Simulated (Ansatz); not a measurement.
Reaction (formal exchange of groups at the Si–B bond): `B[SiH](F)F` + `[CH3][GeH3]` → `F[SiH](F)[CH2][GeH3]` + BH₃

Isolated molecules relaxed with PBE0-D4/def2-TZVP in Ansatz; ΔE leaves out vibrations. CBS: MP2 limit from def2 TZ/QZ plus the TZ coupled-cluster correction, frozen cores. This one scheme is used for every species. Functionals use def2-TZVPP. B3LYP here is the variant with VWN-RPA as its local correlation; programs differ in this. For Ge outer-core shells are correlated without core-valence functions, which leaves a few kJ/mol of doubt a bond. Scalar relativity is left out up to krypton. Each species was taken in one conformer, which may not be the lowest.

```tsv
level	ΔE (kJ/mol)	difference from CCSD(T)/CBS
PBE-D4	-33.7	11.4
r2SCAN-D4	-41.7	3.4
PBE0-D4	-38.0	7.1
B3LYP-D4	-40.5	4.6
ωB97X-V	-40.9	4.2
ωB97M-V	-47.0	-1.9
B2PLYP	-40.6	4.5
PBE	-29.3	15.8
r2SCAN	-40.5	4.6
PBE0	-34.0	11.1
B3LYP	-33.5	11.6
HF/def2-TZVPP	-40.6	4.5
MP2/def2-TZVPP	-51.7	-6.6
SCS-MP2/def2-TZVPP	-48.0	-2.9
CCSD/def2-TZVPP	-43.0	2.1
CCSD(T)/def2-TZVPP	-44.3	0.8
HF/def2-QZVPP	-40.8	4.3
MP2/def2-QZVPP	-52.3	-7.2
SCS-MP2/def2-QZVPP	-48.3	-3.2
HF/CBS(def2)	-40.8	4.3
MP2/CBS(def2)	-52.5	-7.4
CCSD/CBS(def2)	-43.8	1.3
CCSD(T)/CBS	-45.1	0
```

Largest T1 diagnostic among the species: 0.012.

From PBE to PBE0 (25 % exact exchange), in def2-TZVPP and without D4, ΔE moves by −4.7 kJ/mol. In def2-TZVPP, CCSD(T) changes the Hartree–Fock value by −3.6 kJ/mol (the triples alone add −1.3 kJ/mol) and MP2 by −11.1 kJ/mol.
